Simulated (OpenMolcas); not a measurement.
# What dynamic correlation does to the levels of Mn2+

| Item | Value |
| --- | --- |
| Program | OpenMolcas 26.06 |
| Basis | ANO-RCC-VTZP [6s5p3d2f1g] |
| Scalar Hamiltonian | DKH2, point nucleus |
| Active space | 5 electrons in 5 orbitals (3d) |
| State averaging | 2S+1 = 6 even, 1 root; 2S+1 = 4 even, 24 roots; 2S+1 = 2 even, 75 roots |
| Spin-orbit coupling | RASSI with atomic mean-field integrals over the reference wave functions, term energies averaged over their components |

Methods on the same reference wave functions:
A. CASSCF
B. SS-CASPT2, IPEA 0.25 Eh, imaginary shift 0.1 Eh (closed shells correlated: 3s 3p)
C. MS-CASPT2, IPEA 0.25 Eh, imaginary shift 0.1 Eh (closed shells correlated: 3s 3p)
D. XMS-CASPT2, IPEA 0.25 Eh, imaginary shift 0.1 Eh (closed shells correlated: 3s 3p)

Energies in cm-1 above 3d5 6S 5/2, the measured ground level; measured values from Corliss and Sugar, J. Phys. Chem. Ref. Data 6, 1253 (1977).

```tsv
Level	A	B	C	D	Measured
3d5 6S 5/2	0.0	0.0	0.0	0.0	0.0
3d5 4G 5/2	32176	27910	27910	27820	
3d5 4G 7/2	32189	27920	27920	27830	26860
3d5 4G 11/2	32193	27930	27930	27840	26824
3d5 4G 9/2	32197	27930	27930	27840	
3d5 4P 5/2	37013	30630	30630	30060	29168
3d5 4P 3/2	37051	30670	30670	30090	
3d5 4P 1/2	37094	30710	30710	30130	
3d5 4D 7/2	40009	33540	33540	33390	32307
3d5 4D 1/2	40051	33580	33580	33430	32369
3d5 4D 3/2	40084	33620	33620	33460	
3d5 4D 5/2	40093	33620	33620	33470	32384
3d5 2I 11/2	45765	40820	40820	40920	39174
3d5 2I 13/2	45796	40860	40860	40960	39176
3d5 2D 5/2(1) [74 %]	51525	43250	43250	42940	41238
3d5 2D 3/2(1)	51910	43570	43570	43250	41570
3d5 2F 7/2(1)	52874	44810	44810	44490	42606
3d5 2F 5/2(1) [73 %]	53335	45210	45210	44930	43105
3d5 4F 9/2	53850	45730	45730	45360	43573
3d5 4F 7/2	53877	45760	45760	45380	43602
3d5 4F 5/2	53939	45810	45810	45450	43669
3d5 4F 3/2	53970	45840	45840	45470	43675
3d5 2H 9/2	56114	48940	48940	48610	46516
3d5 2H 11/2	56239	49150	49150	48770	46671
```

Deviations, from unrounded energies. A percentage is the sum of absolute deviations over the sum of measured energies, with the sign that they share, or ± where signs differ.

```json
{"Against measurement": "mean absolute deviation (cm-1)", "Levels": "18", "A": "8700", "B": "1800", "C": "1800", "D": "1600"}
{"Against measurement": "other terms of the ground configuration (%)", "Levels": "18", "A": "+22.5", "B": "+4.7", "C": "+4.7", "D": "+4.0"}
```

D lies closest to measurement on these levels and A furthest from it. The largest miss of D in the table is 3d5 2H 11/2, by +2100 cm-1. The ranking rests on the paired levels alone, and a cruder setting can come out closer through cancelling errors.

Among B to D the level of the table that moves most is 3d5 4P 1/2, by 580 cm-1 (lowest in D, highest in C). Moves below CASPT2's spread within the term are not significant.

The mean deviations of B to D differ by less than CASPT2's widest spread within a term (1300 cm-1), so their order carries little weight.

From A to B the spin-free energies of the other terms of 3d5 shown, above 6S, scale by factors of 0.83 to 0.89, as is usual when dynamic correlation screens the repulsion within a d or f shell.

The lowest spin-free term lies below A's lowest term by 0.419 hartree in B, 0.419 hartree in C, 0.419 hartree in D.

Term energies are means over components that CASPT2 splits; among the terms shown or strongly mixed into the levels shown the widest spread is 1300 cm-1 (3d5 2H, D). Without dynamic correlation excited terms often stand tens of per cent too high (terms of higher spin than the ground term too low), and those without a measured partner can miss by more than the paired ones (holds for A). Blocks of more than 70 roots (2S+1 = 2 even) ran without multistate coupling (holds for C). The CASPT2 spread within a term exceeds the gap to the next term for 3d5 2F(1) and 3d5 4F, so the order of their levels is uncertain, and so are names and mixing where such terms share a J (holds for D). Computed and measured levels are paired by configuration, term and J; levels that our copy of the source lacks, or whose pairing is in doubt (as where it misses far off the trend of its configuration), stay unpaired and out of the deviations. Only configurations of the active space appear. The table leaves out levels that lie high or whose names do not pair safely across all columns.

A share in square brackets marks a mixed level and gives the weight of the term that names it, the lowest over the columns. A number in round brackets counts repeated terms of one configuration in the order of the reference energies.
